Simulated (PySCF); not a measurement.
C8H18S.
Atom-mapped SMILES: `[CH3:1][C@H:2]([SH:3])[C@H:4]([CH3:5])[C:6]([CH3:7])([CH3:8])[CH3:9]` (hydrogens: H10, H11, H12 on C1; H13 on C2; H14 on S3; H15 on C4; H16, H17, H18 on C5; H19, H20, H21 on C7; H22, H23, H24 on C8; H25, H26, H27 on C9)

Geometry (GFN2-xTB, Å), atoms numbered from 1 in this order:
```
atom  x, y, z in Å
C1     2.071    0.075    1.398
C2     1.609   -0.190   -0.027
S3     2.965    0.289   -1.181
C4     0.288    0.468   -0.470
C5     0.116    1.846    0.172
C6    -0.955   -0.453   -0.299
C7    -1.118   -0.983    1.127
C8    -0.849   -1.643   -1.262
C9    -2.223    0.326   -0.677
H10    2.285    1.129    1.556
H11    1.319   -0.237    2.117
H12    2.985   -0.485    1.590
H13    1.555   -1.268   -0.187
H14    2.960    1.586   -0.878
H15    0.376    0.631   -1.551
H16   -0.127    1.771    1.228
H17    1.034    2.423    0.071
H18   -0.670    2.405   -0.326
H19   -0.314   -1.664    1.390
H20   -2.057   -1.528    1.206
H21   -1.144   -0.169    1.848
H22    0.000   -2.281   -1.032
H23   -1.747   -2.254   -1.195
H24   -0.747   -1.298   -2.288
H25   -3.066   -0.358   -0.746
H26   -2.464    1.077    0.070
H27   -2.104    0.813   -1.642
```

Method used: PBE0/pcSseg-1 in PySCF (dipole) on a GFN2-xTB geometry, gas phase.

Take the most abundant isotopes and a rigid rotor. The values belong to one conformer with, in the numbering `[CH3:1][C@H:2]([SH:3])[C@H:4]([CH3:5])[C:6]([CH3:7])([CH3:8])[CH3:9]`, C1–C2–S3–H -64°, C1–C2–C4–C5 35°.

Question: What are A, B and C (MHz)?

Answer: Ia = 255.65, Ib = 603.37, Ic = 626.27 u·Å²; 505379 MHz·u·Å²/I gives A = 1977, B = 837.6, C = 807.0 MHz.

Question: Classify the top.

Answer: A near-prolate asymmetric top: κ = (2 × 837.6 − 1977 − 807.0)/(1977 − 807.0) = -0.95.

Question: What does the inertial defect say?

Answer: Not planar: Δ = Ic − Ia − Ib = -232.74 u·Å². For a rigid frame Δ = −2 Σ m c², so Σ m c² = 116.37 u·Å² lies off the ab plane: 35.86 from hydrogen and 80.52 from heavier atoms. The atom farthest from that plane is 2.25 Å away.

Question: List the rotational levels J(Ka,Kc) to J = 4 (cm⁻¹).

Answer: Above 0(0,0):
J = 1: 1(0,1) 0.0549, 1(1,1) 0.0929, 1(1,0) 0.0939
J = 2: 2(0,2) 0.1645, 2(1,2) 0.2015, 2(1,1) 0.2046, 2(2,1) 0.3186, 2(2,0) 0.3186
J = 3: 3(0,3) 0.3290, 3(1,3) 0.3646, 3(1,2) 0.3707, 3(2,2) 0.4832, 3(2,1) 0.4833, 3(3,1) 0.6758, 3(3,0) 0.6758
J = 4: 4(0,4) 0.5483, 4(1,4) 0.5819, 4(1,3) 0.5921, 4(2,3) 0.7026, 4(2,2) 0.7029, 4(3,2) 0.8952, 4(3,1) 0.8952, 4(4,1) 1.1648, 4(4,0) 1.1648

Question: Which lines would a microwave search look for?

Answer: The dipole components are |μa| = 1.48 D, |μb| = 1.25 D, |μc| = 0.02 D. Intensities carry the squares of the components, which stand as 1.00 : 0.72 : 0.00 (a : b : c). Some lines, for components of 0.1 D or more:

```
type  branch         J(Ka,Kc)   MHz  lower level (cm⁻¹)
   b       Q  1(1,0) ← 1(0,1)  1170               0.055
   b       Q  2(1,1) ← 2(0,2)  1201               0.165
   a       R  1(0,1) ← 0(0,0)  1645               0.000
   b       R  2(0,2) ← 1(1,1)  2149               0.093
   b       R  1(1,1) ← 0(0,0)  2784               0.000
   a       R  2(1,2) ← 1(1,1)  3258               0.093
   a       R  2(0,2) ← 1(0,1)  3288               0.055
   a       R  2(1,1) ← 1(1,0)  3320               0.094
   b       Q  2(2,0) ← 2(1,1)  3418               0.205
   b       Q  2(2,1) ← 2(1,2)  3510               0.202
   b       R  2(1,2) ← 1(0,1)  4398               0.055
   b       R  2(2,1) ← 1(1,0)  6738               0.094
   b       R  2(2,0) ← 1(1,1)  6769               0.093
```

Question: Estimate the classical rotational partition function at 50 K, 200 K and 500 K.

Answer: Point group C1, symmetry number σ = 1; q = (√π/σ)·√((kT/h)³/(ABC)), k/h = 20836.6 MHz/K: 51600 at 50 K, 413000 at 200 K, 1630000 at 500 K.

Stationary, but not proved a minimum. These are rigid-rotor constants of the computed structure; measured ground-state constants (B0) also hold zero-point vibration. A rigid rotor knows nothing of internal rotation, which can split or shift real lines.

The run took 59 s on one thread of an Arm Neoverse V2, no GPU, shared host. This is the PBE0/pcSseg-1 job that gave the dipole, with the shieldings it also computed.
